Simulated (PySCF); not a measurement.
Si(CCH)(H)2(NMe2), C4H9NSi, SMILES CN(C)[SiH2]C#C, GFN2-xTB optimised geometry.

```
15

Si    -0.93     0.08     0.00
C      0.93     0.08     0.00
C      2.13     0.10    -0.02
N     -1.38    -0.86     1.37
C     -0.71    -0.75     2.63
C     -2.73    -1.36     1.51
H     -1.36     1.49     0.00
H     -1.46    -0.63    -1.17
H      3.18     0.11    -0.04
H     -1.20    -0.03     3.30
H      0.32    -0.42     2.47
H     -0.69    -1.72     3.13
H     -3.36    -0.68     2.09
H     -2.71    -2.33     2.02
H     -3.18    -1.49     0.53
```

Density from PBE0/def2-TZVP (PySCF 2.14.0) at that geometry.

Minimum of the electron density along straight lines between bonded atoms, close to the bond critical point (lines longer than 1.1 times the sum of covalent radii, or with two minima, are not listed):

```tsv
bond	length / Å	ρ at the minimum / e bohr⁻³	∇²ρ there / e bohr⁻⁵	position (fraction from the first atom)
Si1–C2	1.851	0.115	0.30	0.39
C2–C3	1.202	0.425	-1.32	0.47
Si1–N4	1.721	0.134	[?]	0.40
N4–C5	1.441	0.274	-0.73	0.60
N4–C6	1.439	0.276	-0.74	0.60
Si1–H7	1.478	0.124	[?]	0.49
Si1–H8	1.466	0.126	[?]	0.49
C3–H9	1.053	0.299	-1.14	0.66
C5–H10	1.098	0.277	-0.95	0.64
C5–H11	1.087	0.285	-1.01	0.65
C5–H12	1.094	0.279	-0.96	0.64
C6–H13	1.098	0.277	-0.95	0.64
C6–H14	1.094	0.279	-0.97	0.64
C6–H15	1.087	0.284	-0.99	0.64
```

### Question
Complete the blanks.

### Answer

- Si1–N4, ∇²ρ there / e bohr⁻⁵: 0.58
- Si1–H7, ∇²ρ there / e bohr⁻⁵: 0.15
- Si1–H8, ∇²ρ there / e bohr⁻⁵: 0.17
